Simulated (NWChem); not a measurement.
System: SbH$_{3}$O$_{2}$; SMILES [OH][SbH][OH]

Here is an NWChem input.

```
start job
memory heap 200 mb stack 900 mb global 1100 mb
geometry units angstroms noautoz
  Sb    -0.283386    -0.007000     0.026145
  H     -0.387201    -0.075689    -1.696294
  O      0.924248    -1.593673    -0.010990
  H      1.067622    -1.914760     0.887535
  O      1.084439     1.429729     0.103684
  H      1.744151     1.326778    -0.594165
end
basis spherical
  * library def2-svp
end
ecp
  Sb library def2-ecp
end
dft
  xc mn15
  iterations 150
  mulliken
end
task dft energy
```

Coordinates come from a PBE0/def2-SVP optimisation. def2 effective core potentials on Sb; no spin-orbit coupling.

Task: What results follow from this input? (MN15/def2-SVP with def2 effective core potentials on Sb.) Quantities: energy (Ha); highest occupied level (eV); orbital gap (eV); dipole (D).

Result: 
```yaml
energy (Ha): -391.66
highest occupied level (eV): -8.07
orbital gap (eV): 8.04
dipole (D): 1.23
```
